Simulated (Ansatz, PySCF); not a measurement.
WH₅, SMILES [WH5] (connectivity only; charge and spin as stated), neutral, multiplicity 2. Atoms are numbered in the order given.

```xyz
6

W     -0.1229     0.2129     0.0000
H     -1.8434     0.2627     0.0000
H      0.2777    -0.4810     1.4926
H      0.6942     1.7278     0.0000
H      0.7167    -1.2414     0.0000
H      0.2777    -0.4810    -1.4926
```
Charge 0, spin multiplicity 2.

The structure is a stationary point at B3LYP-D3(BJ)/def2-TZVPD. The multiplicity is an assumed one; other spin states were not compared. The def2 effective core potentials stand for the cores of W; spin–orbit coupling is left out.

Two levels are set side by side: PBE-D3(BJ)/def2-TZVPD (Ansatz, a program for electronic structure) and B3LYP-D3(BJ)/def2-TZVPD (Ansatz). Each level has its own optimised geometry; the coordinates shown are those of the second. Frequencies come from the Hessian of PySCF at each geometry. Differences are taken from unrounded values.

```
quantity                            B3LYP-D3(BJ)  PBE-D3(BJ)  PBE-D3(BJ) minus B3LYP-D3(BJ)
----------------------------------  ------------  ----------  -----------------------------
mean bond length (Å)                       1.702       1.704                          0.002
bond W1–H2 (Å)                             1.721       1.722                          0.001
bond W1–H3 (Å)                             1.694       1.695                          0.001
bond W1–H4 (Å)                             1.721       1.722                          0.001
bond W1–H5 (Å)                             1.679       1.683                          0.004
bond W1–H6 (Å)                             1.694       1.695                          0.001
highest harmonic wavenumber (cm⁻¹)          2048        2012                            -35
mean harmonic wavenumber (cm⁻¹)             1225        1212                            -14
zero-point energy (kcal/mol)               21.02       20.79                          -0.23
```

On these quantities the two levels nearly agree.
